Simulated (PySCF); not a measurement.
Atom-mapped SMILES (the numbers label the heavy atoms): `[CH3:1][O:2][CH2:3][SiH:4]([SiH3:5])[SiH3:6]`. Hydrogens are named by the atom that carries them.

One conformer, no relativistic terms, gas phase, equivalent nuclei averaged. Structure optimised with GFN2-xTB; PBE0/pcSseg-1 with gauge-including orbitals; PySCF 2.14.

Question: Predict the 2D correlation tables (HSQC, COSY, HMBC).

Answer: 

HSQC (one-bond C–H):
```tsv
δH	δC
3.51 (H(C1))	64.9 (C1)
3.25 (H(C3))	63.4 (C3)
```

COSY cross peaks (H two or three bonds apart, from the bond graph; peaks can be absent where the dihedral angle is near 90°):
```tsv
δH	δH
4.24 (H(Si4))	3.44 (H(Si5)/H(Si6))
4.24 (H(Si4))	3.25 (H(C3))
```

HMBC (two and three bonds, from the bond graph):
```tsv
δH	δC
4.24 (H(Si4))	63.4 (C3)
3.51 (H(C1))	63.4 (C3)
3.44 (H(Si5)/H(Si6))	63.4 (C3)
3.25 (H(C3))	64.9 (C1)
```

Shifts are taken against calculated references (same method and geometry level): $^{1}$H (σref 31.72) and $^{13}$C (σref 186.93) against TMS.

Short H···H contacts in this conformer between protons four or more bonds apart (candidates for NOE cross peaks, intensity ∝ r⁻⁶): H(C1)···H(C3) 2.44 Å.

Shifts are as computed. Against solution values, carbons near 30 ppm lie about +3 ppm off and those near 130 ppm about +5 ppm. Of 1309 compounds with measured shifts, 239 miss one by over three times the rms of a fit or turn the order of signals round; such compounds aren't used in these exercises.
